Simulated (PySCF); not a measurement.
Here is a computed PBE0-D3(BJ)/def2-SVP geometry (Å):
```
C 
C   1  1.3375
Si  2  1.8544  1  123.46
C   3  1.8512  2  115.11  1   -57.22
F   3  1.6247  2  107.10  1  -178.43
Cl  3  2.0664  2  109.94  1    65.60
H   1  1.0954  2  122.29  3   179.54
H   1  1.0964  2  122.04  3    -1.22
H   2  1.0978  1  118.78  3  -179.61
H   4  1.1003  3  110.48  2  -179.73
H   4  1.1007  3  110.34  2   -59.37
H   4  1.1007  3  110.53  2    60.48
```
Z-matrix in Å and degrees, rows numbered from 1.

Charge 0, singlet.

(1) Read off the bonds between heavy atoms and their formal orders.

(2) Which species is it?

(3) Name the point group.

(4) Classify the heavy atoms.

(5) What is the arrangement about Si3?

(6) What is the arrangement about C1?

Results:

(1) C1–C2 (double); C2–Si3 (single); Si3–C4 (single); Si3–F5 (single); Si3–Cl6 (single). Hydrogens: H7, H8 on C1; H9 on C2; H10, H11, H12 on C4.

(2) `C=C[Si@](C)(F)Cl`, C3H6ClFSi. Among its features: C=C double bond and C–Si bond.

(3) C1 (no symmetry element, even within 0.4 Å).

(4) C1: terminal =CH2 carbon; C2: alkene CH carbon; Si3: fluorine-bound silicon; C4: Si-methyl carbon; F5: silicon-bound fluorine; Cl6: silicon-bound chlorine.

(5) It has 4 neighbours (C2, C4, F5, Cl6) and is distorted tetrahedral (angles from 107.0° to 115.1°).

(6) It has 3 neighbours (C2, H7, H8) and is planar (angles 122.3°, 122.0° and 115.7°, sum 360.0°, 0.00 Å off the plane of its three neighbours).
